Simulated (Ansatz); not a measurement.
Species: C₄H₄, SMILES `C#CC=C` (charge 0, multiplicity 1).

### Question
Give a relaxed geometry from PBE-D3(BJ)/def2-TZVP run with Ansatz (a quantum-chemistry and plane-wave program).

### Answer
the end point of this relaxation (outside a Z-matrix the atoms follow the SMILES, hydrogens last).
Bonds (Å): C1–C2 1.215, C1–H5 1.070, C2–C3 1.418, C3–C4 1.344, C3–H6 1.095, C4–H7 1.090, C4–H8 1.090. Bond angles (°): C2–C1–H5 179.4, C1–C2–C3 178.2, C2–C3–C4 124.6, C2–C3–H6 115.9, C4–C3–H6 119.5, C3–C4–H7 120.8, C3–C4–H8 121.4, H7–C4–H8 117.8.
